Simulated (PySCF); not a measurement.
# S: excitation energy

S [Ne] 3s2 3p4 (3P) → S [Ne] 3s1 3p4 3d1 (high-spin determinant), as a difference of total energies. All numbers are calculated (PySCF 2.14, the non-relativistic Hamiltonian (point nucleus), in dyall-acv3z). Correlated levels: valence: [Ne] frozen; virtual orbitals above 40 to 60 times the deepest correlated orbital energy dropped. The calculations carry no spin-orbit coupling.

```csv
method,excitation energy (eV)
UHF,18.317
MP2 (valence),18.849
SCS-MP2 (valence),19.042
CCSD (valence),18.387
CCSD(T) (valence),18.200
```

Q: How much does correlation contribute at CCSD(T) (valence)?

A: 18.200 − (18.317) = -0.117 eV, measured against UHF.

The upper state lies above the first ionisation limit, where it may autoionise and the basis confines it.

The promoted electron is Rydberg-like, and one or two diffuse shells describe it only roughly, which tends to raise the upper state.

The coupled-cluster amplitudes are large for the upper state (T1 above 0.03 or a double amplitude above 0.15), so a single reference is strained.

The determinant of the upper state mixes LS terms, which raises its energy above the lowest term, most at the Hartree-Fock and MP2 levels.
